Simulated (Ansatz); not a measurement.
Isolated molecules relaxed with PBE0-D4/def2-TZVP in Ansatz; ΔE leaves out vibrations. CBS: MP2 limit from def2 TZ/QZ plus the TZ coupled-cluster correction, frozen cores. This one scheme is used for every species. DFT in def2-TZVPP. One conformer a species, not always the lowest.

Reaction (ligand exchange at the Si–O bond): `C[SiH](O)O[SiH](O)O` + HCl → `C[Si@@H](O)O[Si@H](O)Cl` + H₂O

`C[SiH](O)O[SiH](O)O`:

Cartesian coordinates in Å:
```
C 2.431 -0.131 1.150
Si 0.656 -0.537 0.845
O -0.254 0.195 1.995
O 0.205 0.020 -0.645
Si -1.162 0.508 -1.354
O -2.271 0.691 -0.154
O -1.804 -0.588 -2.383
H 2.739 -0.486 2.137
H 2.591 0.949 1.110
H 3.070 -0.606 0.402
H 0.427 -2.006 0.841
H -1.169 0.358 1.744
H -0.888 1.773 -2.065
H -3.193 0.587 -0.395
H -1.378 -0.728 -3.229
```

HCl:

Cartesian coordinates in Å:
```
Cl -0.156 -0.167 0.597
H 0.156 0.167 -0.597
```

`C[Si@@H](O)O[Si@H](O)Cl`:

Z-matrix (Å, degrees):
```
C
Si 1 1.844
H 1 1.092 2 110.9
H 1 1.092 2 110.6 3 120.3
H 1 1.093 2 110.4 3 -120.1
O 2 1.654 1 107.8 3 64.8
O 2 1.648 1 109.6 3 -177.5
H 2 1.483 1 113.4 3 -57.1
H 6 0.959 2 116.8 1 -157.6
Si 7 1.624 2 131.1 1 -117.7
O 10 1.626 7 112.4 2 50.2
Cl 10 2.063 7 107.2 2 -70.4
H 10 1.466 7 110.6 2 171.0
H 11 0.962 10 116.0 7 -53.5
```

H₂O:

```xyz
3

O    -0.329    0.060    0.199
H     0.211    0.715   -0.248
H     0.118   -0.776    0.049
```

| level | ΔE (eV) |
| --- | --- |
| ωB97M-V | 0.05 |
| HF/def2-QZVPP | 0.19 |
| HF/CBS(def2) | 0.19 |
| MP2/CBS(def2) | 0.00 |

Problem. What does CCSD(T)/CBS give? (An estimate is asked.)

Solution. The calculation gave: +0.05 eV. The listed levels differ from it by 0.00, 0.14, 0.14, -0.05 eV.

Largest T1 diagnostic among the species: 0.011.

The D4 term adds −0.06 eV with B3LYP and −0.04 eV with PBE0; it sums over pairs of atoms, weighted by their polarisabilities, and B3LYP, whose exchange is more repulsive, gets the larger term. In def2-TZVPP, CCSD(T) changes the Hartree–Fock value by −0.07 eV (the triples alone add −0.02 eV) and MP2 by −0.12 eV.

B3LYP here is the variant with VWN-RPA as its local correlation; programs differ in this.
